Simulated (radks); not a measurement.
Neutral ytterbium inside a hard spherical wall (all orbitals vanish at R), configuration held at [Xe] 4f14 6s2 and not refilled when levels cross. Method: scalar-relativistic Kohn-Sham, LDA (Slater exchange, Perdew-Wang correlation), spin-unpolarised, spherical densities, finite nucleus; Fermi nuclear charge, rms radius 5.3108 fm; computed with a radial shooting solver on a logarithmic mesh with Libxc functionals. Eigenvalues in eV, with the zero of energy where the potential of the charges vanishes at infinity; a dash marks a level that is unbound or too diffuse for the functional's potential to be trusted. A positive occupied level is held by the wall or, in an anion where self-interaction has pushed it up, behind a barrier. The pressure on the wall is -dE/dV.

R (bohr)  E (hartree)  kinetic (hartree)    e(5s)    e(5p)   e(6s)   e(4f)  e(6p, empty)  e(5d, empty)  pressure (GPa)
free      -14049.5179          15302.830  -55.086  -27.591  -4.079  -3.250             -             -               0
15        -14049.5179          15302.830  -55.085  -27.590  -4.078  -3.249        -1.143        -0.825        < 0.0001
10        -14049.5163          15302.846  -54.968  -27.475  -3.984  -3.135        -0.847        -0.678          0.0397
8         -14049.5056          15302.919  -54.549  -27.061  -3.601  -2.724        -0.039        -0.226           0.442
6         -14049.4309          15303.281  -53.085  -25.640  -1.821  -1.273         3.066         1.402            5.57
4         -14048.7922          15305.738  -48.023  -20.857   8.680   4.106        18.758         8.038             128
3         -14046.6792          15313.729  -39.067  -11.887  35.221  14.630        53.353        21.317            1150
2.5       -14042.9000          15327.439  -27.777    0.587  73.788  28.196        99.400        39.079            4540
2         -14031.5007          15365.728   -0.966   32.012  168.09  57.492        205.64        81.504           23100
